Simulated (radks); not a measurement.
Valence configurations of Pd I (all share [Kr]). All-electron calculation, Dirac Kohn-Sham, PBE, spin-unpolarised, spherical densities, finite nucleus; open shells are shared between the two j in proportion to 2j + 1; Fermi nuclear charge, rms radius 4.5318 fm. Program: a radial shooting solver on a logarithmic mesh with Libxc functionals. Energies are relative to 4d10; eigenvalues in eV.

valence          E (eV)  e(4d3/2)  e(4d5/2)  e(5p1/2)  e(5p3/2)  e(5s1/2)
4d10              0.000    -4.316    -3.881         -         -         -
4d9.5 5s0.5       0.551    -5.590    -5.138         -         -    -3.830
4d9 5s1           1.504    -6.973    -6.504         -         -    -4.355
4d8 5s2           4.776    -9.998    -9.492         -         -    -5.439
4d9 5p1           5.238    -8.819    -8.343    -1.795    -1.656         -
4d8.5 5s0.5 5p1   6.926   -10.218    -9.725    -1.999    -1.835    -6.080
4d8.5 5p1.5       9.056   -10.982   -10.486    -2.360    -2.181         -
4d8 5s0.5 5p1.5  11.359   -12.449   -11.935    -2.573    -2.368    -7.034
4d8 5p2          13.688   -13.152   -12.635    -2.898    -2.679         -
4d7 5s1 5p2      20.118   -16.266   -15.713    -3.349    -3.075    -8.412

NIST lists [Kr] 4d10 as the ground configuration; this level of theory agrees among the configurations tried. The energies are those of spherical spin-averaged densities, not of single terms.
